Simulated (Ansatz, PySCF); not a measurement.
Species: GeCl3, net charge 0, doublet state. It need not be the lowest isomer of its formula. 
Geometry from a B3LYP-D3(BJ)/def2-TZVP (Ansatz, a quantum-chemistry and plane-wave program) optimisation:
SMILES: [Cl][Ge]([Cl])[Cl]
```xyz
4

Ge    -0.2080    -0.3291    -0.2549
Cl     1.9194    -0.7419    -0.0750
Cl    -0.4580     1.6203    -1.1853
Cl    -1.0700    -0.2589     1.7402
```
Charge 0, spin multiplicity 2.

Total electronic energies in hartree. Correlated levels leave the core frozen unless marked. UHF or UKS for open shells. Spin-orbit coupling is left out. The frozen core is the preceding noble-gas configuration, with the filled d and f shells of earlier blocks. No relativistic terms. CBS(X,Y): correlation extrapolated as X^-3; Hartree-Fock from the larger set.

| level | program | energy (Eh) |
|---|---|---|
| HF/6-31G* | Ansatz | -3453.63164 |
| RI-HF/def2-QZVPP | Ansatz | -3454.09774 |
| BLYP/def2-TZVPD | Ansatz | -3457.80504 |
| PBE0/def2-TZVPD | Ansatz | -3457.03667 |
| TPSSh-D3(BJ)/def2-TZVPD | PySCF + dftd3 | -3457.76534 |
| r2SCAN0-D4/def2-TZVPD | Ansatz + dftd4 | -3457.62455 |
| M06-2X/def2-TZVPD | PySCF | -3457.71734 |
| B2PLYP-D4/def2-TZVPD | Ansatz + dftd4 | -3456.95342 |
| RPA@PBE/def2-TZVPP | Ansatz | -3455.03310 |
| MP2/def2-QZVPP | Ansatz | -3454.81511 |
| RI-MP2/def2-TZVPP | Ansatz | -3454.66918 |
| CCSD/def2-QZVPP | Ansatz | -3454.85989 |
| CCSD(T)/def2-TZVPP | Ansatz | -3454.75074 |
| CCSD(T)/def2-TZVPPD | Ansatz | -3454.75794 |
| CCSD(T)/CBS(def2-TZVPP,def2-QZVPP) | Ansatz | -3454.9473 |

Totals of different functionals don't rank their quality; only differences between species are comparable.
